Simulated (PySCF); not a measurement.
Ga: electron affinity

Ga⁻ [Ar] 3d10 4s2 4p2 (3P) → Ga [Ar] 3d10 4s2 4p1 (2P), as a difference of total energies. Computed with PySCF 2.14 in aug-cc-pwCVDZ-PP with ECP10MDF, with scalar relativity through the core potential. Correlated levels: valence: 3s2 3p6 3d10 frozen. The calculations carry no spin-orbit coupling.

```csv
method,electron affinity (eV),difference from reference (eV)
UHF,-0.061,-0.362
MP2 (valence),0.212,-0.089
SCS-MP2 (valence),0.115,-0.186
CCSD (valence),0.239,-0.062
CCSD(T) (valence),0.267,-0.034
CCSDT (valence),0.276,-0.025
```

Reference: 0.301 eV (measured; photodetachment measurements, as compiled on the Wikipedia data page of electron affinities).

The reference lies between the lowest fine-structure levels, while these numbers refer to the centres of the terms.

Errors of the correlated levels include the incompleteness of this basis and the frozen core.

A negative affinity means that the anion lies above the atom at that level of theory.
